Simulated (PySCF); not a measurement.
Computed with PySCF 2.14.0 with PBE0-D3(BJ)/def2-TZVP. Isolated molecules, 0 K electronic values unless said otherwise. 

Reference species (SMILES): `Br[B]Br` (neutral, multiplicity 2).

| Item | Value |
|---|---|
| highest occupied spin orbital | -6.32 eV |
| dipole moment | 0.42 D |

Changed species: `Br[B][SiH3]` (radical fragment; the reference has radical fragment).

Question: Predict the effect on the highest occupied spin orbital and dipole moment.

Answer: the highest occupied spin orbital goes up by 0.57 eV, to -5.75 eV; the dipole moment increases by 0.06 D, to 0.48 D.
